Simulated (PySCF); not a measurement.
# Telling isomers of C5H7F3 apart by NMR

Non-relativistic, one averaged value for each set of equivalent atoms, one computed conformer, in vacuum. NMR shieldings at PBE0/pcSseg-1/GIAO; coordinates at the PBE0-D3(BJ)/def2-SVP level; B3LYP/pcJ-1 coupling constants (spin–dipole term left out of most H,H and C,H couplings); PySCF 2.14.0 with density-fitted response routines.

δ = σ(ref) − σ, references computed at the same level: TMS for $^{1}$H (σref 31.27) and $^{13}$C (σref 184.41). Multiplet labels drop J under 1 Hz and among equivalent protons, and merge close values. Unscaled 3J(H,H) run several per cent high. Vicinal couplings that depend on rotamer populations or ring flexing (ring, CH–CH, X–H and H–F types) are those of the one conformer. One-bond C–F couplings are unscaled and too large by tens of Hz. Shifts are as computed. Against solution values, carbons near 30 ppm lie about +2 ppm off and those near 130 ppm about +5 ppm. Of 1309 compounds with measured shifts, 239 miss one by over three times the rms of a fit or turn the order of signals round; such compounds aren't used in these exercises.

(1) Tabulate the signals of `C/C(=C/C(F)F)CF`, `C/C(=C\C(F)F)CF` and their relative energies.

(2) What is the quickest way to tell C/C(=C/C(F)F)CF from C/C(=C\C(F)F)CF?

Answers

(1) 
```json
{"SMILES": "C/C(=C/C(F)F)CF", "carbon types": "1×C 2×CH 1×CH2 1×CH3", "δC": "145.3, 131.1, 113.1, 87.9, 21.0", "δH": "6.88 (td, 1H), 5.70 (m, 1H), 5.02 (m, 2H), 1.66 (m, 3H)", "E rel. (kcal/mol)": "0.8"}
{"SMILES": "C/C(=C\\C(F)F)CF", "carbon types": "1×C 2×CH 1×CH2 1×CH3", "δC": "155.2, 123.0, 114.5, 85.9, 15.7", "δH": "6.17 (td, 1H), 6.06 (m, 1H), 4.76 (m, 2H), 1.92 (m, 3H)", "E rel. (kcal/mol)": "0.0"}
```

Energies are electronic energies at PBE0/pcSseg-1 on these geometries, without zero-point or thermal terms, each for the one conformer computed, which needn't be the lowest.

(2) Both give the same number of carbon signals, with the same numbers of each carbon type, so the positions decide. The first has a fully substituted alkene carbon (C) at 145.3 ppm, the second a fully substituted alkene carbon (C) at 155.2 ppm. In the proton spectra the most deshielded non-exchanging signals are 6.88 (td, J = 64.2, 8.5 Hz, 1H) and 6.17 (td, J = 62.7, 5.2 Hz, 1H).
